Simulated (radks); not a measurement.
The numbers below are computed, except where a source is named.
Problem. Radial electron density D(r) = 4 pi r^2 rho(r) of an atom or ion with 2 electrons. Code: a radial shooting solver on a logarithmic mesh with Libxc functionals. Model: Dirac Kohn-Sham, LDA (Slater exchange, Perdew-Wang correlation), spin-unpolarised, spherical densities, finite nucleus; Fermi nuclear charge, rms radius of each element as measured or else 0.836 A^(1/3) + 0.57 fm.

r (bohr)  D(r) (e/bohr)
0.01679         0.04309
0.01819         0.05014
0.0197          0.05831
0.02117         0.06674
0.02293         0.07750
0.02484         0.08991
0.02691          0.1042
0.02916          0.1207
0.03133          0.1375
0.03394          0.1589
0.03677          0.1834
0.03983          0.2113
0.04315          0.2431
0.04637          0.2754
0.05023          0.3158
0.05441          0.3615
0.05895          0.4129
0.06335          0.4645
0.06862          0.5283
0.07434          0.5993
0.08053          0.6780
0.08724          0.7647
0.09375          0.8498
0.1016           0.9524
0.11              1.063
0.1192            1.183
0.1291            1.310
0.1387            1.430
0.1503            1.569
0.1628            1.712
0.1764            1.857
0.1911            2.003
0.2053            2.131
0.2224            2.268
0.241             2.396
0.261             2.510
0.2828            2.607
0.3039            2.676
0.3292            2.729
0.3566            2.753
0.3863            2.746
0.4185            2.706
0.4497            2.641
0.4872            2.536
0.5278            2.400
0.5717            2.236
0.6193            2.047
0.6656            1.862
0.721             1.644
0.781             1.422
0.8461            1.203
0.9093            1.013
0.985            0.8168
1.067            0.6403
1.156            0.4869
1.252            0.3584
1.346            0.2640
1.458            0.1813
1.579            0.1195
1.711           0.07538
1.853           0.04534
1.991           0.02746
2.157           0.01493
2.337          0.007646

What is the nuclear charge?

Solution. Z = 3. The innermost maximum, from 1s, lies near gamma/Z bohr with gamma = sqrt(1 - (Z/c)^2) = 1.000, here 0.333 bohr (found: 0.365), and its height grows with Z. The density is that of the lithium ion Li+ in [He]; the configuration itself is not fixed sharply by these data. D(r) has 1 maximum, at r = 0.365 bohr.
